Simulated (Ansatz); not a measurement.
Reactions of ClGeH7N2OSi (`[NH2][GeH2][O][SiH](N)Cl`).

Computed with Ansatz on PBE0-D4/def2-TZVP structures; ΔE is electronic, products minus reactants. CCSD(T)/CBS is the MP2 limit (def2-TZVPP, def2-QZVPP) plus CCSD(T) − MP2 in def2-TZVPP, frozen cores. This one scheme is used for every species. DFT in def2-TZVPP. For Ge outer-core shells are correlated without core-valence functions, which leaves a few kJ/mol of doubt a bond. Scalar relativity is left out up to krypton. Each species was taken in one conformer, which may not be the lowest.

```json
{"reaction": "`[NH2][GeH2][O][SiH](N)Cl` + `N[SiH2]F` → `N[Si@H](Cl)[Si@@H](N)F` + `[NH2][GeH2][OH]`", "ωB97M-V (kJ/mol)": "158", "PBE0-D4 (kJ/mol)": "136", "CCSD(T)/CBS(def2) (kJ/mol)": "154"}
{"reaction": "`[NH2][GeH2][O][SiH](N)Cl` + `N[SiH](O)F` → `[NH2][GeH2][O][SiH](N)F` + `N[SiH](O)Cl`", "ωB97M-V (kJ/mol)": "1", "PBE0-D4 (kJ/mol)": "1", "CCSD(T)/CBS(def2) (kJ/mol)": "2"}
{"reaction": "`[NH2][GeH2][O][SiH](N)Cl` + `N[SiH](N)F` → `[NH2][GeH2][NH][SiH](N)F` + `N[SiH](O)Cl`", "ωB97M-V (kJ/mol)": "34", "PBE0-D4 (kJ/mol)": "31", "CCSD(T)/CBS(def2) (kJ/mol)": "32"}
{"reaction": "`[NH2][GeH2][O][SiH](N)Cl` + `N[SiH2]N` → `N[SiH2]N[SiH](N)Cl` + `[NH2][GeH2][OH]`", "ωB97M-V (kJ/mol)": "59", "PBE0-D4 (kJ/mol)": "54", "CCSD(T)/CBS(def2) (kJ/mol)": "58"}
{"reaction": "`[NH2][GeH2][O][SiH](N)Cl` + `N[SiH2]S` → `N[SiH2]S[SiH](N)Cl` + `[NH2][GeH2][OH]`", "ωB97M-V (kJ/mol)": "63", "PBE0-D4 (kJ/mol)": "52", "CCSD(T)/CBS(def2) (kJ/mol)": "63"}
{"reaction": "`[NH2][GeH2][O][SiH](N)Cl` + `BO` → `N[SiH](Cl)BO` + `[NH2][GeH2][OH]`", "ωB97M-V (kJ/mol)": "169", "PBE0-D4 (kJ/mol)": "152", "CCSD(T)/CBS(def2) (kJ/mol)": "165"}
{"reaction": "`[NH2][GeH2][O][SiH](N)Cl` + `N[SiH2]N` → `N[SiH2][NH][GeH2][NH2]` + `N[SiH](O)Cl`", "ωB97M-V (kJ/mol)": "40", "PBE0-D4 (kJ/mol)": "37", "CCSD(T)/CBS(def2) (kJ/mol)": "36"}
```

Largest T1 diagnostic: 0.014, for `BO`.
